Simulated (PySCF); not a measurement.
# Spinor energies of Ne⁺ (neon, charge +1)

Start: [He] 2s2 2p5; 2p1/2 filled at m_j = -1/2, +1/2; 2p3/2 filled at m_j = -1/2, +1/2, +3/2. Calculated with PySCF 2.14 in x2c-TZVPall-2c (5s3p2d1f, 31 functions): generalised Hartree-Fock with the X2C-1e Hamiltonian and a Gaussian nucleus; one run each with spin-orbit coupling (SO) switched off, then screened by Boettger's factors.

| spinor shell | electrons | ε, spin-free (eV) | ε, screened SO (eV) | weight of nominal j (screened SO) | rms radius, screened SO (bohr) |
| --- | --- | --- | --- | --- | --- |
| 1s1/2 | 2 | -915.70 | -915.68 | 1.000 | 0.183 |
| 2s1/2 | 2 | -71.443 | -71.438 | 1.000 | 0.943 |
| 2p1/2 | 2 | -43.746 | -43.736 | 0.658 | 0.993 |
| 2p3/2 | 3 | -43.746 | -43.757 | 0.772 | 0.993 |

```csv
quantity,spin-free,screened SO
E (hartree),-127.95270,-127.95400
M_J,3/2,3/2
⟨J²⟩,3.754,3.754
⟨L²⟩,2.002,2.002
⟨S²⟩,0.752,0.752
```

Each row is a mean over spinors that exchange with the open shell spreads, by up to 6.169 eV (2s1/2).

Rows whose weight is well below 1 are mixtures of j = l ± 1/2: exchange outweighs spin-orbit coupling there, and the label is only the starting occupation.

Without spin-orbit coupling the j labels of p, d and f shells carry no meaning; the spin-free column gives the mean over the occupied spinors of each nl shell.
